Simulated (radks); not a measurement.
Task: Coherent X-ray form factor from a spherical all-electron density. Method: Dirac Kohn-Sham, PBEsol, spin-unpolarised, spherical densities, finite nucleus; Fermi nuclear charge, rms radius of each element as measured or else 0.836 A^(1/3) + 0.57 fm; computed with a radial shooting solver on a logarithmic mesh with Libxc functionals.

sin(theta)/lambda (1/angstrom)  f0 (electrons)
0.05                                    70.749
0.1                                     67.778
0.15                                    64.285
0.2                                     60.780
0.25                                    57.334
0.3                                     53.961
0.4                                     47.632
0.5                                     42.116
0.6                                     37.427
0.8                                     29.985
1                                       24.513
1.25                                    19.888
1.5                                     17.010
2                                       13.472

The species is in the configuration that NIST lists as its ground one. Which atom or ion scatters so?

Result: Neutral hafnium, [Xe] 4f14 5d2 6s2. Extrapolating in s^2 from the first two rows gives f0(0) = 71.7, near the electron count 72; among species with that count, the fall with angle is slower the higher Z, and the table is that of Z = 72; from so few rows the species is fixed only to a neighbour or two.
